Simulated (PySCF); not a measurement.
Does the answer move with the share of exact exchange?

C4H5FO2.
InChI=1S/C4H5FO2/c5-1-4-3(6)2-7-4/h4H,1-2H2/t4-/m0/s1

Torsions of this conformer, `[O:1]=[C:2]1[CH2:3][O:4][C@H:5]1[CH2:6][F:7]`: O4–C5–C6–F7 60°.

PySCF, def2-SVPD basis, density fitting, gas phase, PBE0-D3(BJ)/def2-SVP geometry; singlet excitations by full TDDFT with frozen cores, triplets by Tamm–Dancoff TDDFT and ionisation energies by ΔSCF, from the lowest of the holes tried. One functional is left out:

```tsv
functional	exact exchange (%)	HOMO energy (eV)	LUMO energy (eV)	lowest singlet excitation (eV)	lowest triplet excitation (eV)	dipole moment (D)	mean polarisability (au)	vertical ionisation energy (eV)
LDA	0	-6.55	-2.68	4.13	3.65	1.839	56.7	10.04
PBE	0	-6.40	-2.43	4.19	3.63	1.788	56.3	9.84
PBE0	25	-7.91	-1.28	4.38	3.78	1.900	53.4	10.13
BHandHLYP	50	-9.40	-0.04	4.57	4.02	2.029	51.5	10.23
```

**Question.** Predict the row of B3LYP (20 % exact exchange) by straight lines through the other rows, and check it.

**Answer.** 
| property | line | computed | computed − line | PBE0 (25 %), for comparison |
| --- | --- | --- | --- | --- |
| HOMO energy (eV) | -7.64 | -7.70 | -0.06 | -7.91 |
| LUMO energy (eV) | -1.54 | -1.56 | -0.02 | -1.28 |
| lowest singlet excitation (eV) | 4.33 | 4.36 | +0.03 | 4.38 |
| lowest triplet excitation (eV) | 3.78 | 3.81 | +0.03 | 3.78 |
| dipole moment (D) | 1.894 | 1.901 | +0.007 | 1.900 |
| mean polarisability (au) | 54.3 | 54.0 | -0.3 | 53.4 |
| vertical ionisation energy (eV) | 10.07 | 10.19 | +0.12 | 10.13 |

**Question.** Which of these properties follows the share of exact exchange most closely, and which least?

**Answer.** Most closely the HOMO energy, least the vertical ionisation energy; the correlations over the tabulated rows are HOMO energy -0.999, LUMO energy 0.996, lowest singlet excitation 0.992, mean polarisability -0.991, lowest triplet excitation 0.989, dipole moment 0.975, vertical ionisation energy 0.860. The HOMO energy moves by -0.584 eV for every 10 %. Functionals with the same share still differ in their other parts: at 0 % LDA and PBE differ by 0.15 eV in it.
